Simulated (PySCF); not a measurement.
# Zr(24+): ionisation energy

Zr(24+) [Ne] 3s2 3p4 (3P) → Zr(25+) [Ne] 3s2 3p3 (4S), as a difference of total energies. Calculation: PySCF 2.14, in an even-tempered Gaussian basis (17 s from 2.5 bohr⁻², ratio 2.5; 11 p from 3.2 bohr⁻², ratio 2.5; 5 d from 17 bohr⁻², ratio 2.7; 4 f from 25 bohr⁻², ratio 2.7); no relativity, point nucleus. Correlated levels: outer shells: 1s2 frozen; virtual orbitals above 40 to 60 times the deepest correlated orbital energy dropped. The calculations carry no spin-orbit coupling.

```tsv
method	ionisation energy (eV)
UHF	1195.1
LDA	1197.7
PBE	1198.0
PBE0	1197.7
r2SCAN	1197.5
TPSSh	1197.9
MN15	1203.9
MP2 (outer shells)	1196.1
SCS-MP2 (outer shells)	1196.1
```

Spin-orbit coupling is strong in these open shells (close to jj coupling). The scalar numbers leave it out and a first-order estimate fails, so it can dominate the gap to the real levels.

All relativistic terms are absent from these numbers, so their closeness to the reference says little about the methods.

For comparison: 1205.4 ± 1.7 eV (semi-empirical (NIST evaluation); NIST Atomic Spectra Database, ionization energies).
